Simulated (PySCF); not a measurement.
A run for PySCF: R-HF/3-21G on CH9GeN (a complex), monomers drawn apart or pushed together.

```python
from pyscf import gto, scf, dft, mp
from pyscf.data.elements import chemcore

mol = gto.M(
    atom='''
    Ge    0.10564829    0.26755293    0.49318717
    H     0.53967548    1.70022514    0.82415899
    H    -1.31361809   -0.01192895    1.00408223
    H     1.09898156   -0.75566073    1.05850432
    H     0.09336918    0.11522221   -1.04620297
    C    -0.28997892   -0.87923188    3.75894182
    N     0.10048432    0.47023149    3.35410162
    H     0.43377147   -1.59388472    3.36437586
    H    -1.25673961   -1.11976492    3.31419046
    H    -0.36556037   -1.03382481    4.84284484
    H     1.00556465    0.71717218    3.73546523
    H    -0.56329726    1.15738943    3.68998270
    ''',
    basis='3-21g',
    charge=0, spin=0, verbose=3, max_memory=1800)
mf = scf.RHF(mol)
mf.conv_tol = 1e-8
mf.max_cycle = 100
mf.kernel()
if not mf.converged:
    mf = mf.newton().run(mf.mo_coeff, mf.mo_occ)
```

The log:

```
converged SCF energy = -2162.30694473988
```

Self-consistency was reached.

Cost: roughly 0.22 core-seconds.
